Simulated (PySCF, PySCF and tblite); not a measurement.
One step of a conformer study of C₅H₉FO, numbered as in [F:1][CH:2]1[CH2:3][CH2:4][O:5][CH2:6][CH2:7]1: PBE0/def2-TZVP single-point energy, gas phase (PySCF 2.14.0, density-fitted response routines); conformer with 6-ring chair (F1 axial).

The 6-ring runs over atoms 2–3–4–5–6–7.

Input:

```
{"job": {"xc": "PBE0", "basis": "def2-TZVP", "kind": "sp"}, "charge": 0, "multiplicity": 1}
F     -1.293611    -1.199632    -0.951972
C     -0.757233    -0.923173     0.298737
C     -1.089499     0.514392     0.657366
C     -0.327546     1.473350    -0.246808
O      1.055256     1.232732    -0.201763
C      1.384203    -0.058638    -0.644930
C      0.745791    -1.127489     0.231332
H     -1.221509    -1.626637     1.011367
H     -0.804463     0.692000     1.707369
H     -2.175354     0.677621     0.571777
H     -0.481844     2.516472     0.065553
H     -0.702246     1.371814    -1.285283
H      1.054391    -0.201211    -1.693712
H      2.481094    -0.135299    -0.624202
H      0.966588    -2.133928    -0.157822
H      1.158386    -1.063431     1.251579
```

Launched as:

```sh
OMP_NUM_THREADS=1 python ens_run.py task.json out
```

Problem. About how long does this step take on 1 thread of Intel Xeon Platinum 8259CL @ 2.50GHz, shared host (rough)?

Solution. About 23 s, peak memory 1 GiB, launched as `OMP_NUM_THREADS=1 python ens_run.py task.json out`, with 271 basis functions.

Output (atoms count from 0 there):

```
coarse grid: 13184 points
cycle   1  E = -370.6622532381  dE =  8.872e-01  |g| = 7.031e-01  |ddm| = 2.883e+00
cycle   2  E = -370.5723384821  dE =  8.991e-02  |g| = 1.033e+00  |ddm| = 1.729e+00
cycle   3  E = -370.7492279460  dE = -1.769e-01  |g| = 9.182e-02  |ddm| = 1.195e+00
cycle   4  E = -370.7505367981  dE = -1.309e-03  |g| = 4.202e-02  |ddm| = 8.443e-02
cycle   5  E = -370.7509048644  dE = -3.681e-04  |g| = 8.589e-03  |ddm| = 3.466e-02
cycle   6  E = -370.7509162937  dE = -1.143e-05  |g| = 2.890e-03  |ddm| = 8.113e-03
cycle   7  E = -370.7509176278  dE = -1.334e-06  |g| = 5.376e-04  |ddm| = 2.405e-03
final grid: 127200 points
cycle   8  E = -370.7442510412  dE = -9.377e-05  |g| = 1.149e-02  |ddm| = 8.851e-02
cycle   9  E = -370.7442244092  dE =  2.663e-05  |g| = 1.680e-02  |ddm| = 1.827e-02
cycle  10  E = -370.7442765180  dE = -5.211e-05  |g| = 1.241e-03  |ddm| = 1.081e-02
cycle  11  E = -370.7442767821  dE = -2.641e-07  |g| = 4.299e-04  |ddm| = 1.685e-03
cycle  12  E = -370.7442768207  dE = -3.856e-08  |g| = 8.649e-05  |ddm| = 5.670e-04
cycle  13  E = -370.7442768219  dE = -1.226e-09  |g| = 3.434e-05  |ddm| = 1.156e-04
cycle  14  E = -370.7442768221  dE = -1.737e-10  |g| = 6.912e-06  |ddm| = 2.937e-05
converged SCF energy = -370.7442768221
```
